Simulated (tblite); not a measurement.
Parent: `[SiH3:1]/[CH:2]=[C:3](/[SiH3:4])[O:5][SiH3:6]` with C2–C3–O5–Si6 167°, C2H10OSi3.

The geometries are computed with GFN2-xTB (gas phase). One conformer each, not checked by frequencies here.

```tsv
coordinate of the parent	value
Si1–C2	1.879 Å
C2=C3	1.337 Å
C3–Si4	1.892 Å
C3–O5	1.362 Å
O5–Si6	1.616 Å
Si1–C2–C3	120.2°
C2–C3–Si4	124.1°
C2–C3–O5	116.3°
Si4–C3–O5	119.6°
C3–O5–Si6	135.6°
```

Question: How does the shared frame change in `[SiH3:1]/[CH:2]=[C:3](/[SiH3:4])[O:5][SiH2:6][PH2:7]` with C2–C3–O5–Si6 -165°, C3–O5–Si6–P7 177°, O5–Si6–P7–H 89° and -178°, C2H11OPSi3? Atoms pair as Si1 = Si1, C2 = C2, C3 = C3, Si4 = Si4, O5 = O5, Si6 = Si6 (parent first).

Answer: 
```
   parent   relative  value in the relative  change
   Si1–C2     Si1–C2                1.883 Å  +0.004
    C2=C3      C2=C3                1.336 Å  -0.001
   C3–Si4     C3–Si4                1.889 Å  -0.003
    C3–O5      C3–O5                1.367 Å  +0.005
   O5–Si6     O5–Si6                1.612 Å  -0.004
Si1–C2–C3  Si1–C2–C3                 120.3°    +0.1
C2–C3–Si4  C2–C3–Si4                 124.7°    +0.6
 C2–C3–O5   C2–C3–O5                 115.9°    -0.4
Si4–C3–O5  Si4–C3–O5                 119.4°    -0.2
C3–O5–Si6  C3–O5–Si6                 134.3°    -1.3
```

Of the parent's bonds, Si1–C2, C3–O5 and O5–Si6 change most and about equally (-0.004 to +0.005 Å). Bonds of the relative outside the shared frame: Si6–P7 2.230 Å.

Question: How does the shared frame change in `[SiH3:1]/[CH:2]=[C:3](\[SiH3:4])[O:5][SiH2:6][CH2:7][SiH3:8]` with C2–C3–O5–Si6 1°, C3–O5–Si6–C7 179°, O5–Si6–C7–Si8 -51°, C3H14OSi4? Atoms pair as Si1 = Si1, C2 = C2, C3 = C3, Si4 = Si4, O5 = O5, Si6 = Si6 (parent first).

Answer: 
| parent | relative | value in the relative | change |
| --- | --- | --- | --- |
| Si1–C2 | Si1–C2 | 1.871 Å | -0.008 |
| C2=C3 | C2=C3 | 1.331 Å | -0.006 |
| C3–Si4 | C3–Si4 | 1.890 Å | -0.002 |
| C3–O5 | C3–O5 | 1.364 Å | +0.002 |
| O5–Si6 | O5–Si6 | 1.625 Å | +0.009 |
| Si1–C2–C3 | Si1–C2–C3 | 126.4° | +6.2 |
| C2–C3–Si4 | C2–C3–Si4 | 130.3° | +6.2 |
| C2–C3–O5 | C2–C3–O5 | 122.8° | +6.5 |
| Si4–C3–O5 | Si4–C3–O5 | 106.9° | -12.7 |
| C3–O5–Si6 | C3–O5–Si6 | 133.6° | -2.0 |

Of the parent's bonds, Si1–C2 and O5–Si6 change most and about equally (-0.008 to +0.009 Å). Bonds of the relative outside the shared frame: Si6–C7 1.889, C7–Si8 1.897 Å.

Question: How does the shared frame change in `[CH3:1][NH:2][SiH2:3][O:4]/[C:5]([SiH3:6])=[CH:7]\[SiH3:8]` with C1–N2–Si3–O4 179°, N2–Si3–O4–C5 61°, Si3–O4–C5–Si6 -33°, C3H13NOSi3? Atoms pair as Si1 = Si8, C2 = C7, C3 = C5, Si4 = Si6, O5 = O4, Si6 = Si3 (parent first).

Answer: 
```tsv
parent	relative	value in the relative	change
Si1–C2	Si8–C7	1.877 Å	-0.002
C2=C3	C7=C5	1.337 Å	0.000
C3–Si4	C5–Si6	1.891 Å	-0.001
C3–O5	C5–O4	1.361 Å	-0.001
O5–Si6	O4–Si3	1.617 Å	+0.001
Si1–C2–C3	Si8–C7–C5	119.8°	-0.4
C2–C3–Si4	C7–C5–Si6	124.0°	-0.1
C2–C3–O5	C7–C5–O4	116.4°	+0.1
Si4–C3–O5	Si6–C5–O4	119.6°	0.0
C3–O5–Si6	C5–O4–Si3	135.2°	-0.4
```

No shared bond changes by more than 0.004 Å. Bonds of the relative outside the shared frame: C1–N2 1.443, N2–Si3 1.720 Å.

Question: How does the shared frame change in `[CH3:1][CH2:2][O:3][SiH2:4][O:5]/[C:6]([SiH3:7])=[CH:8]\[SiH3:9]` with C1–C2–O3–Si4 -76°, C2–O3–Si4–O5 -177°, O3–Si4–O5–C6 -179°, Si4–O5–C6–Si7 -7°, C4H14O2Si3? Atoms pair as Si1 = Si9, C2 = C8, C3 = C6, Si4 = Si7, O5 = O5, Si6 = Si4 (parent first).

Answer: 
```tsv
parent	relative	value in the relative	change
Si1–C2	Si9–C8	1.879 Å	0.000
C2=C3	C8=C6	1.338 Å	+0.001
C3–Si4	C6–Si7	1.888 Å	-0.004
C3–O5	C6–O5	1.358 Å	-0.004
O5–Si6	O5–Si4	1.608 Å	-0.008
Si1–C2–C3	Si9–C8–C6	120.0°	-0.2
C2–C3–Si4	C8–C6–Si7	123.8°	-0.3
C2–C3–O5	C8–C6–O5	116.3°	0.0
Si4–C3–O5	Si7–C6–O5	119.9°	+0.3
C3–O5–Si6	C6–O5–Si4	131.9°	-3.7
```

Of the parent's bonds, O5–Si6 changes most (-0.008 Å). Bonds of the relative outside the shared frame: C1–C2 1.522, C2–O3 1.394, O3–Si4 1.609 Å.
